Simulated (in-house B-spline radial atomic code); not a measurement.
# The lead ion Pb³⁺: [Xe] 4f14 5d10 6s1

Computed with an all-electron radial atomic-structure program (B-spline basis): Dirac-Kohn-Sham LC-wPBE, spherical fractional occupations, exact exchange averaged over the configuration, Fermi nucleus of rms radius 5.5012 fm.

Effective charges: Z_r = [3n² - l(l+1)]/(2<r>) from the radius, Z_e = n√(-2ε) from the energy, and Slater's rules. Values are occupation-weighted means over j. An effective charge above Z reflects the relativistic contraction of the inner shells.

```csv
shell,electrons,ε (eV),<r> (bohr),Z_r,Z_e,Slater
1s,2,-87953,0.01606,93.42,80.40,81.70
2s,2,-15747,0.06692,89.66,68.04,77.85
2p,6,-13670,0.06082,82.20,63.39,77.85
3s,2,-3806.1,0.174,77.60,50.18,70.75
3p,6,-3200.3,0.1753,71.32,46.01,70.75
3d,10,-2512.5,0.1599,65.65,40.77,60.85
4s,2,-888.66,0.3841,62.48,32.33,54.25
4p,6,-687.41,0.4083,56.34,28.43,54.25
4d,10,-435.64,0.4312,48.71,22.63,42.85
5s,2,-178.23,0.8561,43.80,18.10,24.35
4f,14,-166.82,0.4544,39.61,14.01,31.45
5p,6,-121.84,0.9759,37.40,14.96,24.35
5d,10,-54.393,1.274,27.09,10.00,10.85
6s,1,-41.157,2.095,25.77,10.44,6.70
```

The least bound orbital is 6s1/2 at -41.16 eV, and it is also the most diffuse (<r> = 2.095 bohr).

Spin-orbit splittings of the orbital energies (j = l + 1/2 above j = l - 1/2 when positive): 2p 2189 eV, 3p 488.4 eV, 3d 103.9 eV, 4p 119.5 eV, 4d 22.31 eV, 4f 5.034 eV, 5p 22.28 eV, 5d 2.656 eV.

For the 1s electron the small component carries 9.78 % of the norm, the zero-frequency Breit interaction raises the level by 343.6 eV, self-energy by 223.2 eV, and vacuum polarisation lowers it by 47.63 eV.
